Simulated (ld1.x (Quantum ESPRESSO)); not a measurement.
Values are calculated unless marked as measured or tabulated.
## Hardness and transferability of assorted potentials

Generated with ld1.x 7.5 (TM, RRKJ, ultrasoft, PAW), atompaw 4.2 or ONCVPSP 4.0.1. The cutoff is in Ry: for ld1.x and atompaw files where the sum of valence levels is converged to 10 mRy in a Bessel basis, for ONCV files where the hardest occupied wave has 1 mHa per electron of residual kinetic energy. The error is the largest all-electron minus pseudo excitation energy over each file’s own four to seven test configurations (ionisations up to +4, promotions, holes and added fractions of an electron), all of which were solved. The labels leave out finer settings (local radius, basis sizes, second energies), which also bear on the numbers. Spin-polarised tests are not counted. The rows are a selection from randomly drawn settings: files with unsolved tests, undetermined cutoffs or missed reference levels are left out.

A true bound ghost makes a file unfit for plane-wave use even where its test errors are small: the radial tests pick states by their node count and pass the ghost by.

| element | potential | cutoff (Ry) | largest error (meV) | bound ghosts |
| --- | --- | --- | --- | --- |
| Si | RRKJ, PBEsol, scalar-relativistic, rc 1.65/1.50 (sp), local s, core correction no, reference 3s2 3p0 | 18 | +33 | none |
| P | RRKJ, Wu–Cohen, non-relativistic, rc 1.75/1.40 (sp), local smoothed, core correction yes, reference 3s2 3p3 | 21 | +65 | none |
| Fe | TM, PBEsol, scalar-relativistic, rc 2.60/3.20/1.35 (spd), local p, core correction yes, reference 3d6 4s1.5 4p0 | 140 | -657 | s |
| Zn | TM, PBEsol, scalar-relativistic, rc 1.88/0.62/0.84 (spd), local smoothed, core correction yes, reference 3p6 3d10 4s2 4p0 | 300 | +94 | s |
| Mo | TM semilocal, LDA (PZ), scalar-relativistic, rc 1.35/2.10/1.90 (spd), local s, core correction yes, reference 4s2 4p6 4d4 5s0 5p0 | 80 | +181 | none |
| I | TM, LDA (PZ), scalar-relativistic, rc 1.70/2.00/2.05 (spd), local smoothed, core correction yes, reference 5s2 5p4 | 35 | -59 | none |
| Os | TM semilocal, BLYP, scalar-relativistic, rc 2.25/2.90/2.10 (spd), local d, core correction yes, reference 5d6 6s0 6p0 | 35 | -138 | none |

(1) Fill in the row for F: PAW, revPBE, scalar-relativistic, rc 0.75/1.05 (sp), local smoothed, core correction yes, reference 2s1 2p6.

(2) Fill in the row for Ir: TM, LDA (PZ), fully relativistic, rc 2.25/3.55/1.60 (spd), local s, core correction yes, reference 5d7 6s2 6p0.

Answers

(1) cutoff 70 Ry, largest error -3.4 meV, bound ghosts: none.

(2) cutoff 40 Ry, largest error -134 meV, bound ghosts: none.
